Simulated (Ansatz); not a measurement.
The same path of CH₃F₂NTe (8 atoms, charge 0, multiplicity 1) was run twice with different band settings. The coordinate that changes most is the height of N1 over the plane of its neighbours.

Computed with RKS PBE0-D4/def2-SVP (Ansatz 0.2.0).

Relaxed end points:

```xyz
8
Properties=species:S:1:pos:R:3
N -0.027 1.245 -0.305
C 0.280 -0.111 -0.182
F 1.032 -0.476 -1.233
F 1.023 -0.419 0.919
Te -1.598 -1.247 -0.097
H -0.533 1.598 0.501
H 0.812 1.798 -0.477
H -0.897 -2.445 0.819
```

```xyz
8
Properties=species:S:1:pos:R:3
N -0.021 1.264 -0.209
C 0.307 -0.043 0.157
F 0.904 -0.768 -0.832
F 1.201 0.002 1.156
Te -1.537 -1.071 0.764
H -0.640 1.289 -1.014
H 0.816 1.822 -0.377
H -0.937 -2.551 0.299
```

Common settings: movable images 7; climbing image yes; optimiser quadratic models (default); start path IDPP; force threshold 0.05 eV/Å; iteration limit 60; end points relaxed.

| run | spring |
| --- | --- |
| 1 | 5.0 eV/Å² |
| 2 | 0.1 eV/Å² |

(1) What does each run give, and how far can it be trusted?

Results:

(1) Run 1: converged after 8 iterations, highest image 0.206 eV above the first end. A vibrational analysis at the climbing image gives 2 clearly imaginary modes (522i, 187i cm⁻¹): a point of higher order, so a lower path passes nearby.
Run 2: converged after 7 iterations, highest image 0.206 eV above the first end. Another band between the same ends (7 images) ends at a top of the same energy, where a vibrational analysis finds 2 clearly imaginary modes.
